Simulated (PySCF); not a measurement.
# C2H12AlNOSi2

C2H12AlNOSi2 is a molecule, neutral, singlet. The structure, one conformer, was relaxed in the gas phase by PBE0-D3(BJ)/def2-SVP. No frequency run checks that it is a minimum.

SMILES: [CH3][Al]([CH3])[O]N([SiH3])[SiH3]

```xyz
19

Si    1.170   -0.293    2.802
N     0.031    0.092    1.532
Si   -1.541    0.847    1.574
O     0.575   -0.290    0.304
Al    0.242   -0.253   -1.388
C    -1.398    0.538   -2.096
C     1.679   -1.063   -2.422
H     1.461   -1.758    2.839
H     2.462    0.432    2.608
H     0.530    0.134    4.082
H    -1.566    2.111    0.771
H    -2.601   -0.052    1.017
H    -1.813    1.137    3.009
H    -2.303    0.150   -1.601
H    -1.493    0.338   -3.175
H    -1.408    1.633   -1.962
H     2.639   -0.561   -2.218
H     1.814   -2.121   -2.142
H     1.498   -1.023   -3.507
```
Atom numbers follow the order of the file, from 1.

Shieldings: GIAO PBE0/pcSseg-1. Shifts are against computed references at the same level: C TMS (σ 184.4 ppm), H TMS (σ 31.27 ppm), Si TMS (σ 352.0 ppm). Core levels by delta-SCF with SCAN, pcX-2 on the ionised atom and pcseg-1 elsewhere, spin-free X2C (2p3/2 is the spin-free 2p value less a third of a first-order spin-orbit splitting); from the vacuum level, for chosen atoms.

(1) Give the NMR and core-level values of the distinct atoms.

(2) By CAM-B3LYP/def2-SVPD (TDDFT singlets, Tamm-Dancoff triplets, ionisation by delta-SCF), where does absorption start, and what does vertical ionisation take?

## Answers

(1) 
```csv
atoms,bonded to,σ (ppm),δ (ppm),core level (eV)
Si1,1 N + 3 H,399.4,-47.4,2p3/2 106.81
N2,1 O + 2 Si,149.0,-,1s 404.98
Si3,1 N + 3 H,400.6,-48.6,2p3/2 106.95
O4,1 Al + 1 N,197.2,-,1s 537.60
Al5,2 C + 1 O,354.7,-,2p3/2 79.78
C6,1 Al + 3 H,192.4,-8.0,-
C7,1 Al + 3 H,196.8,-12.4,-
H8 H9 H10,1 Si,26.56,4.71,-
H11 H12 H13,1 Si,26.42,4.84,-
H14 H15 H16,1 C,31.35,-0.08,-
H17 H18 H19,1 C,31.60,-0.33,-
```

Values are those of this one static structure, with the three H of a rotating XH3 group averaged; atoms that internal rotation interchanges would show their mean in an NMR spectrum.

(2) The lowest singlet lies at 5.13 eV (f 0.002), the strongest of the first 6 at 5.60 eV (f 0.090), the lowest triplet at 4.89 eV; vertical ionisation takes 8.17 eV.

The 3 runs behind this took 3.1 min in all, one thread each of Arm Neoverse V2 on a shared host, launched as `OMP_NUM_THREADS=1 python cluster_run.py task.json out`.
